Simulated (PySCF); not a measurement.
Several structures and their simulated spectra, in scrambled order.

A. `FC1=COC=C(F)O1`
B. `[SiH3]c1pcn(C=C)c1`
C. SMILES C(#N)C1=CC=C(N)C=C1
D. benzoxazole (c1ccc2ocnc2c1)
E. SMILES FC1=C(F)OC=CO1

Spectrum 1. ¹H NMR (400 MHz, computed): δ 8.27 (d, 1H), 7.91 (s, 1H), 7.85 (m, 1H), 7.75 (m, 1H), 7.73 (m, 1H). ¹³C{¹H} NMR (computed): δ 157.3 (C), 156.6 (CH), 147.6 (C), 129.7 (CH), 129.4 (CH), 126.9 (CH), 115.8 (CH).

Spectrum 2. ¹H NMR (400 MHz, computed): δ 7.74 (d, 2H), 6.70 (d, 2H), 3.78 (br s, 2H). ¹³C{¹H} NMR (computed): δ 154.2 (C), 141.9 (CH), 125.0 (C), 116.5 (CH), 104.6 (C).

Spectrum 3. ¹H NMR (400 MHz, computed): δ 5.67 (m, 2H). ¹³C{¹H} NMR (computed): δ 150.8 (C), 134.2 (CH).

Spectrum 4. ¹H NMR (400 MHz, computed): δ 8.89 (m, 1H), 7.36 (m, 1H), 7.01 (m, 1H), 5.49 (m, 1H), 5.04 (m, 1H), 4.63 (m, 3H). ¹³C{¹H} NMR (computed): δ 156.5 (CH), 142.5 (CH), 137.1 (CH), 135.2 (C), 103.3 (CH2).

Spectrum 5. ¹H NMR (400 MHz, computed): δ 5.89 (m, 2H). ¹³C{¹H} NMR (computed): δ 165.1 (C, m), 114.8 (CH, m).

No solvent model, one computed conformer, no relativistic terms, rapidly exchanging positions averaged. σ from GIAO-PBE0/pcSseg-1; geometry from GFN2-xTB; B3LYP/pcJ-1 coupling constants (spin–dipole term left out of most H,H and C,H couplings); PySCF.

References, each an isolated molecule treated in the same way: TMS for ¹H, ¹³C. Multiplet labels drop J under 1 Hz and among equivalent protons, and merge close values. Unscaled 3J(H,H) run several per cent high. Splittings of carbon signals by F and P are missing where no couplings were computed. Where no couplings were computed, multiplicities follow the n + 1 count of equivalent neighbours, and m marks all less simple cases (inequivalent or close neighbours, rings, F or P nearby). One-bond C–F couplings are unscaled and too large by tens of Hz. Shifts are as computed. Against solution values, carbons near 30 ppm lie about +3 ppm off and those near 130 ppm about +5 ppm (rms about the fit 2.1 ppm; single classes can miss by 10 ppm). Of 1328 compounds with measured shifts, 309 miss one by over three times the rms of a fit or turn the order of signals round; such compounds aren't used in these exercises. Signals without a measured value on file couldn't be tested in this way; 1H shifts scatter by 0.2 ppm about their fit, and single ones miss by 0.5 ppm. OH and NH positions are gas-phase values without hydrogen bonding to other molecules.

**Question.** Match each spectrum to its structure.

**Answer.** 1–D, 2–C, 3–E, 4–B, 5–A.

- Spectrum 1 (D): 7 ¹³C signals; δC 129.7 is an aromatic CH; δC 129.4 is an aromatic CH.
- Spectrum 2 (C): 5 ¹³C signals; δC 154.2 is an aromatic carbon bearing nitrogen; δC 125.0 is a nitrile carbon.
- Spectrum 3 (E): 2 ¹³C signals; δC 150.8 is an alkene carbon bearing oxygen; δC 134.2 is an alkene carbon bearing oxygen.
- Spectrum 4 (B): 5 ¹³C signals; δC 142.5 is an aromatic CH next to a ring nitrogen; δC 137.1 is an alkene CH.
- Spectrum 5 (A): 2 ¹³C signals; δC 165.1 is an alkene carbon bearing oxygen; δC 114.8 is an alkene carbon bearing oxygen.
